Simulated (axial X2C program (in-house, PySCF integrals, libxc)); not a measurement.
## Bond lengths and stretching modes, held linear, of NHfN

Computed with an in-house all-electron X2C program for linear molecules (integrals from PySCF): two-component X2C with atomic mean-field Coulomb and Gaunt terms, Gaussian nuclei, basis N dyall-av3z, Hf dyall-v3z with contracted cores. Spin-free rows use the one-electron spin-free X2C Hamiltonian.

Masses N 14.003, Hf 179.947, N 14.003 u. States: 2c Ω = 0 (all partner blocks equally filled); spin-free M_S = 0, Λ = 0 (closed shell).

PBE0, spin-free: energies above the lowest point

```json
{"r(N–Hf) (Å)": "1.7053", "r(Hf–N) (Å)": "1.7053", "E (meV)": "89.20"}
{"r(N–Hf) (Å)": "1.7053", "r(Hf–N) (Å)": "1.7490", "E (meV)": "44.20"}
{"r(N–Hf) (Å)": "1.7053", "r(Hf–N) (Å)": "1.7927", "E (meV)": "69.91"}
{"r(N–Hf) (Å)": "1.7490", "r(Hf–N) (Å)": "1.7053", "E (meV)": "44.20"}
{"r(N–Hf) (Å)": "1.7490", "r(Hf–N) (Å)": "1.7490", "E (meV)": "0.00"}
{"r(N–Hf) (Å)": "1.7490", "r(Hf–N) (Å)": "1.7927", "E (meV)": "27.37"}
{"r(N–Hf) (Å)": "1.7490", "r(Hf–N) (Å)": "1.8365", "E (meV)": "112.68"}
{"r(N–Hf) (Å)": "1.7927", "r(Hf–N) (Å)": "1.7053", "E (meV)": "69.91"}
{"r(N–Hf) (Å)": "1.7927", "r(Hf–N) (Å)": "1.7490", "E (meV)": "27.37"}
{"r(N–Hf) (Å)": "1.7927", "r(Hf–N) (Å)": "1.7927", "E (meV)": "57.15"}
{"r(N–Hf) (Å)": "1.8365", "r(Hf–N) (Å)": "1.7490", "E (meV)": "112.68"}
{"r(N–Hf) (Å)": "1.8365", "r(Hf–N) (Å)": "1.8365", "E (meV)": "237.55"}
```

Problem. Fit a quadratic surface with cubic terms in each bond: where is the minimum, and what are the two stretching wavenumbers?

Solution. At PBE0, spin-free: bonds 1.752 and 1.752 Å; harmonic stretches 863.4 and 897.5 cm⁻¹; force constants 5.95, 5.95 and coupling 0.20 mdyn/Å.

The other levels and Hamiltonians give:

```csv
Hamiltonian,level,r(N–Hf) (Å),r(Hf–N) (Å),lower stretch (cm⁻¹),upper stretch (cm⁻¹)
2c,PBE0,1.750,1.750,860.3,896.7
2c,HF,1.729,1.729,721.6,864.3
2c,B3LYP,1.767,1.767,837.4,869.0
spin-free,B3LYP,1.770,1.770,840.1,870.5
```

Each state is one determinant, the lowest of a limited PBE0 search; the stretches come from a fit to these few points and carry an uncertainty of a few per cent. Other orders of the atoms were not compared. Left out for rough or failed fits: MP2 2c, HF spin-free, MP2 spin-free. The molecule was held linear; bending was not examined, so a bent shape may lie lower.
